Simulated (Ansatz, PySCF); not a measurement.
Dimer: HF (SMILES F) (first 2 atoms) with CH2F2 (SMILES FCF); geometry from B3LYP-D3(BJ)/def2-TZVP, rigid monomers moved along the line of their centres of mass till H2···F3 is 2.10 Å.
(charge 0, multiplicity 1):
```xyz
7

F     -0.12660     0.09559    -0.06366
H      0.19282     0.62387     0.63389
F      0.77749     0.90570     2.63326
C      0.41044    -0.17348     3.41748
F     -0.69214     0.17703     4.11751
H      1.23057    -0.37205     4.10646
H      0.17233    -1.00409     2.75381
```

Monomers are frozen at their geometry in the pair; levels with a basis set take the counterpoise correction.

Cores are frozen in the correlated methods. CBS: X⁻³ extrapolation of the correlation energy, Hartree–Fock from the larger set. Rows in 6-31G* carry no dispersion term and start afresh at each structure (6-31G* with six Cartesian d functions).

Codes used: Ansatz (Gaussian orbitals); PySCF for 6-31G* rows, the dispersion terms. Values without a source in brackets are computed.

Problem. What interaction energy does PBE-D3(BJ)/def2-TZVPPD give?

Solution. -16 kJ/mol

Ansatz is a first-principles code.
